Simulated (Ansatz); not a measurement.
Mo(CO)6 (C6MoO6), SMILES [O+]#[C-]->[Mo](<-[C-]#[O+])(<-[C-]#[O+])(<-[C-]#[O+])(<-[C-]#[O+])<-[C-]#[O+], multiplicity 1.

The structure is a stationary point at PBE0-D3(BJ)/def2-SVP. The spin state was assumed, not searched. The isomer is the one that the SMILES or the coordinates give; other isomers of the formula were not compared. The def2 effective core potentials stand for the cores of Mo; spin–orbit coupling is left out.

Two levels are set side by side: PBE/def2-SVPD (Ansatz, a program for electronic structure) and PBE0/def2-SVPD (Ansatz). Energy differences of separate SCF runs at the same geometry; the states with an electron removed or added have multiplicity 2 and 2. Differences are taken from unrounded values.

```json
[
 {"quantity": "vertical ionisation energy (eV)", "PBE": "8.93"},
 {"quantity": "vertical electron affinity (eV)", "PBE": "0.60"}
]
```

Task: These are the PBE values. What does PBE0 give? (The exact figures need the calculation; the answer reports its results.)

Result: 
| quantity | PBE0 | PBE minus PBE0 |
|---|---|---|
| vertical ionisation energy (eV) | 8.85 | 0.08 |
| vertical electron affinity (eV) | 0.41 | 0.18 |
